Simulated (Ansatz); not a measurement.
System: CH$_{7}$Cl$_{2}$NSi$_{2}$, net charge 0, singlet state. SMILES: N([SiH3])[Si](Cl)(Cl)C
Structure (B3LYP-D3(BJ)/def2-TZVP (Ansatz, a program for electronic structure) minimum search):
```
Si
N 1 1.7074
H 2 1.0115 1 114.41
Si 2 1.7372 3 116.40 1 -168.37
H 4 1.4786 2 106.69 3 -178.92
H 4 1.4812 5 109.88 2 -119.70
H 4 1.4814 5 109.36 6 -118.60
C 1 1.8487 2 113.60 3 136.78
H 8 1.0902 1 110.45 2 179.57
H 8 1.0910 9 108.95 1 -120.98
H 8 1.0912 9 108.31 10 -118.12
Cl 1 2.0639 2 106.52 3 15.01
Cl 1 2.0722 2 111.12 3 -101.78
```
Charge 0, spin multiplicity 1.

Parts of the frozen-core correlation energy in STO-3G (Ansatz, hartree). Frozen orbitals: 22; correlated occupied orbitals by spin: 19 and 19; virtual: 12 and 12. Spin-orbit coupling is left out. Non-relativistic.

| term | value |
|---|---|
| reference (HF) | -1575.77993 |
| MP2 opposite-spin | [?] |
| MP2 same-spin | -0.02213 |
| CCSD correlation | [?] |
| (T) | [?] |
| T1 diagnostic | 0.007 |
| largest doubles amplitude | 0.044 |

**Question.** Complete the blanks.

**Answer.** 
- MP2 opposite-spin, value: -0.15707
- CCSD correlation, value: -0.23259
- (T), value: -0.00340
